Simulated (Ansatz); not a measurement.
`[SiH3][O][Al]([SH])[Cl]` + `O[CH2][GaH2]` → `[SiH3][O][Al]([Cl])[GaH2]` + `OCS`  (formal exchange of groups at the Al–S bond)

Calculated with Ansatz (gas phase, PBE0-D4/def2-TZVP geometries, no zero-point term in ΔE). CBS: MP2 limit from def2 TZ/QZ plus the TZ coupled-cluster correction, frozen cores. Functionals use def2-TZVPP. B3LYP here is the variant with VWN-RPA as its local correlation; programs differ in this. For Ga outer-core shells are correlated without core-valence functions, which leaves a few kJ/mol of doubt a bond. Scalar relativity is left out up to krypton. One conformer a species, not always the lowest.

CCSD(T)/CBS gives +97.1 kJ/mol.

(1) Another level gave +96.0 kJ/mol. Which?
A. MP2/def2-TZVPP
B. LC-ωPBE/def2-TZVPP
C. revPBE-D4/def2-TZVPP
D. B3LYP/def2-TZVPP

Largest T1 diagnostic among the species: 0.013.

Results:

(1) B. LC-ωPBE 96.0, revPBE-D4 81.0, B3LYP 88.8, MP2/def2-TZVPP 106.0 kJ/mol.

Leaving LDA and LC-ωPBE aside and taking each functional with its dispersion term where it has one, the values, not all of them listed here, spread over 16.9 kJ/mol, from PBE-D4 to r2SCAN0-D4. From PBE to PBE0 (25 % exact exchange), in def2-TZVPP and without D4, ΔE moves by +6.3 kJ/mol.
